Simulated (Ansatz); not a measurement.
Consider the substitution at a C–C bond: `C[CH](C)[Sn][Cl]` + `[CH3][GeH2][SH]` → `C[S][GeH2][CH3]` + `C[CH2][Sn][Cl]`.

Program: Ansatz. Geometries: PBE0-D4/def2-TZVP. ΔE: electronic, gas phase. CCSD(T)/CBS is the MP2 limit (def2-TZVPP, def2-QZVPP) plus CCSD(T) − MP2 in def2-TZVPP, frozen cores. Functionals use def2-TZVPP. B3LYP here is the variant with VWN-RPA as its local correlation; programs differ in this. Elements past krypton have def2 core potentials. For Ge, Sn outer-core shells are correlated without core-valence functions, which leaves a few kJ/mol of doubt a bond. Scalar relativity is left out up to krypton. One conformer a species, not always the lowest.

**Question.** Is it downhill or uphill in electronic energy at CCSD(T)/CBS, and by how much? (Estimate.)

**Answer.** The calculation gave: Uphill: ΔE = +0.14 eV.

**Question.** What do these levels give: PBE0-D4, revPBE, PBE0, B3LYP, r2SCANh, CCSD(T)/def2-SVP, HF/def2-TZVPP, SCS-MP2/def2-TZVPP, CCSD(T)/def2-TZVPP, MP2/def2-QZVPP, MP2/CBS(def2), CCSD/CBS(def2)? (Best estimate.)

**Answer.** Ansatz gave: PBE0-D4 0.11, revPBE 0.04, PBE0 0.09, B3LYP 0.07, r2SCANh 0.11, CCSD(T)/def2-SVP 0.28, HF/def2-TZVPP 0.08, SCS-MP2/def2-TZVPP 0.15, CCSD(T)/def2-TZVPP 0.16, MP2/def2-QZVPP 0.15, MP2/CBS(def2) 0.14, CCSD/CBS(def2) 0.13 eV.

**Question.** What do rigid-rotor, harmonic-oscillator terms from PBE0-D4/def2-TZVP frequencies (298.15 K, 1 bar) make of the CCSD(T)/CBS value? (Best estimate.)

**Answer.** Computed: ΔZPE = +0.04 eV, ΔH = +0.18 eV, ΔS = 11 J/(mol·K), ΔG = +0.15 eV. Modes under 50 cm⁻¹ make the entropy rough.

Largest T1 diagnostic among the species: 0.013.

Leaving LDA and LC-ωPBE aside and taking each functional with its dispersion term where it has one, the values, not all of them listed here, spread over 0.04 eV, from BLYP-D4 to PBE-QIDH. LDA lies +0.10 eV from PBE without D4. The D4 term adds +0.04 eV with B3LYP and +0.02 eV with PBE0; it sums over pairs of atoms, weighted by their polarisabilities, and B3LYP, whose exchange is more repulsive, gets the larger term. From BLYP to BHLYP (50 % exact exchange), in def2-TZVPP and without D4, ΔE moves by +0.05 eV.
